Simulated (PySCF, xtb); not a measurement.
4-methylidene-2,3-dihydropyrrole (C5H7N), SMILES C=C1C=NCC1. Other conformers were not sampled.

Harmonic wavenumbers (cm⁻¹) from GFN2-xTB in xtb at its own minimum, in rising order: 101, 287, 338, 513, 630, 672, 789, 816, 884, 894, 909, 938, 997, 1021, 1026, 1133, 1167, 1200, 1230, 1266, 1279, 1409, 1446, 1466, 1657, 1713, 2946, 2974, 2983, 3000, 3102, 3104, 3128.

**Question.** What does PBE0-D3(BJ)/def2-SVP (PySCF) give at its own minimum? (An estimate is asked for; the answer gives what the named calculation found.)

**Answer.** 56, 303, 351, 528, 654, 709, 805, 808, 899, 921, 940, 956, 981, 1023, 1047, 1184, 1230, 1263, 1270, 1327, 1342, 1427, 1435, 1462, 1721, 1752, 3066, 3086, 3108, 3138, 3166, 3174, 3268. Paired by order, the mean absolute difference is 47 cm⁻¹ and the zero-point energies are 67.2 and 69.2 kcal/mol.
